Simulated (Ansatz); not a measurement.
Ansatz (an electronic-structure program) input:

Ansatz 0.2 input:
```yaml
crystal:
  periodic: [false, false, false]
  atoms:
    - {symbol: C, position_ang: [-3.16485566, 1.30615058, -0.65355544]}
    - {symbol: C, position_ang: [-2.11864650, 0.69678409, 0.27383588]}
    - {symbol: C, position_ang: [-1.39167295, -0.49952257, -0.35442526]}
    - {symbol: C, position_ang: [-0.37361252, -1.12308925, 0.53332645]}
    - {symbol: C, position_ang: [0.97159900, -1.50305428, 0.08346783]}
    - {symbol: S, position_ang: [2.28048049, -0.24038992, 0.50118707]}
    - {symbol: C, position_ang: [1.75888351, 1.13459490, -0.55668411]}
    - {symbol: H, position_ang: [-3.67153235, 2.15015890, -0.18247731]}
    - {symbol: H, position_ang: [-2.70816256, 1.66631049, -1.57867446]}
    - {symbol: H, position_ang: [-3.92517583, 0.57026510, -0.92612712]}
    - {symbol: H, position_ang: [-1.38412962, 1.45626447, 0.55621825]}
    - {symbol: H, position_ang: [-2.59198025, 0.37297203, 1.20549920]}
    - {symbol: H, position_ang: [-0.92713331, -0.19492001, -1.29805287]}
    - {symbol: H, position_ang: [-2.15434015, -1.24451067, -0.63374006]}
    - {symbol: H, position_ang: [-0.59882461, -1.21320010, 1.59002606]}
    - {symbol: H, position_ang: [1.01890376, -1.66949193, -0.99421769]}
    - {symbol: H, position_ang: [1.34190229, -2.39800937, 0.58654907]}
    - {symbol: H, position_ang: [2.50465716, 1.91959724, -0.43865160]}
    - {symbol: H, position_ang: [0.78860182, 1.52651674, -0.25691097]}
    - {symbol: H, position_ang: [1.72935662, 0.83310514, -1.60422567]}
basis:
  gaussian:
    orbitals: def2-TZVPD
hamiltonian:
  xc: {name: r2SCAN}
magnetization: {spin_polarized: true, initial_magnetization: 1}
output: {forces: true}
```

Which total energy does the run end on?

-634.52397 Eh (r2SCAN/def2-TZVPD). The basis has 385 functions.

It need not be the lowest isomer of its formula.
